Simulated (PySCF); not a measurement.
Shifts of the heteroatoms

Geometry (Å), atoms numbered from 1 in this order:
```xyz
23

C     2.1124   -1.1526   -0.5637
C     1.4844   -1.0196    0.6000
C     1.7721   -1.9314    1.7590
C     0.5003    0.0256    0.8931
C    -0.5515    0.4161    0.1675
C    -0.8821   -0.2094   -1.1614
C    -0.5216    0.6985   -2.3336
F    -1.4474    1.7131   -2.4730
Si   -1.7097    1.7635    0.8350
O    -3.0767    1.8630   -0.0295
H     2.8427   -1.9294   -0.7206
H     1.9547   -0.4779   -1.3865
H     2.1542   -1.3563    2.6018
H     2.5034   -2.6891    1.4897
H     0.8558   -2.4245    2.0830
H     0.6316    0.4832    1.8675
H    -1.9554   -0.4111   -1.2106
H    -0.3451   -1.1518   -1.2858
H     0.4456    1.1875   -2.1863
H    -0.5291    0.1522   -3.2822
H    -0.9786    3.0347    0.8338
H    -2.2197    1.3928    2.1488
H    -3.0452    2.0501   -0.9658
```

- structure optimised with GFN2-xTB
- PBE0/pcSseg-1 with gauge-including orbitals
- run in PySCF
- relativity neglected, no solvent model, equivalent nuclei averaged, a single conformation

Question: Predict the $^{19}$F NMR data.

Answer: 
```csv
atoms,environment,σ (ppm),δ (ppm)
F8,fluorine on an sp3 carbon,413.9,-212.9
```

Shieldings were converted by a linear fit to measured shifts: $^{19}$F: δ = 146.13 − 0.903σ +14.6 on sp3 carbon (rms 6.0 ppm, 223 shifts, 7.0 ppm with the 5 outliers that the fit left out vs CFCl3, solution or neat liquid). A few per cent of atoms miss by over 2 rms, more outside the fitted compound classes.

On a 400 MHz spectrometer $^{19}$F resonates near 376.4 MHz, so 1 ppm is 376.4 Hz.

Question: Predict the $^{29}$Si NMR data.

Answer: 
| atoms | environment | σ (ppm) | δ (ppm) |
| --- | --- | --- | --- |
| Si9 | silicon bonded to C, O, 2 H | 379.7 | -32.1 |

Shieldings were converted by a linear fit to measured shifts: $^{29}$Si (scatter 8.9 ppm rms, 25.8 ppm with the 6 outliers that the fit left out vs TMS, solution or neat liquid). Occasional misses reach two or three times the rms, and more in compound classes unlike the fitted ones.

On a 500 MHz spectrometer $^{29}$Si resonates near 99.3 MHz, so 1 ppm is 99.3 Hz.

Question: What are the $^{17}$O shifts?

Answer: 
```tsv
atoms	environment	σ (ppm)	δ (ppm)
O10	oxygen bonded to Si, H	316.0	-21.2
```

Shieldings were converted by a linear fit to measured shifts: $^{17}$O: δ = 266.70 − 0.911σ (rms 10.7 ppm, 155 shifts, 12.2 ppm with the 3 outliers that the fit left out vs liquid water, solution or neat liquid). Occasional misses reach two or three times the rms, and more in compound classes unlike the fitted ones.

On a 500 MHz spectrometer $^{17}$O resonates near 67.8 MHz, so 1 ppm is 67.8 Hz.
